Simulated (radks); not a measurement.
Results of a calculation; reference values are marked as such.
Charge is removed step by step from the 5p3/2 level of the promethium ion Pm3+, starting from [Kr] 4d10 4f4 5s2 5p(1/2: 2, 3/2: 4). Level of theory: Dirac Kohn-Sham, PBE, spin-unpolarised, spherical densities, finite nucleus; open shells fill j = l - 1/2 first; Fermi nuclear charge, rms radius 4.962 fm (a radial shooting solver on a logarithmic mesh with Libxc functionals).

[
 {"removed (e)": "0", "E - E(0) (eV)": "0.000", "eigenvalue (eV)": "-47.887", "E minus straight line (eV)": "0.000"},
 {"removed (e)": "0.125", "E - E(0) (eV)": "6.085", "eigenvalue (eV)": "-49.476", "E minus straight line (eV)": "-0.706"},
 {"removed (e)": "0.25", "E - E(0) (eV)": "12.369", "eigenvalue (eV)": "-51.076", "E minus straight line (eV)": "-1.212"},
 {"removed (e)": "0.375", "E - E(0) (eV)": "18.854", "eigenvalue (eV)": "-52.684", "E minus straight line (eV)": "-1.518"},
 {"removed (e)": "0.5", "E - E(0) (eV)": "25.541", "eigenvalue (eV)": "-54.302", "E minus straight line (eV)": "-1.622"},
 {"removed (e)": "0.625", "E - E(0) (eV)": "32.430", "eigenvalue (eV)": "-55.929", "E minus straight line (eV)": "-1.524"},
 {"removed (e)": "0.75", "E - E(0) (eV)": "39.524", "eigenvalue (eV)": "-57.565", "E minus straight line (eV)": "-1.221"},
 {"removed (e)": "0.875", "E - E(0) (eV)": "46.822", "eigenvalue (eV)": "-59.210", "E minus straight line (eV)": "-0.714"},
 {"removed (e)": "1", "E - E(0) (eV)": "54.327", "eigenvalue (eV)": "-60.864", "E minus straight line (eV)": "0.000"}
]

Removing the whole electron costs 54.327 eV by Delta-SCF, against 47.887 eV from minus the eigenvalue at the starting occupation. Slater's transition state (half an electron removed) gives 54.302 eV. Integrating minus the eigenvalue over the occupation (Janak's theorem) gives 54.327 eV. The mean slope of the eigenvalue, de/dn, is 13.0 eV per electron.
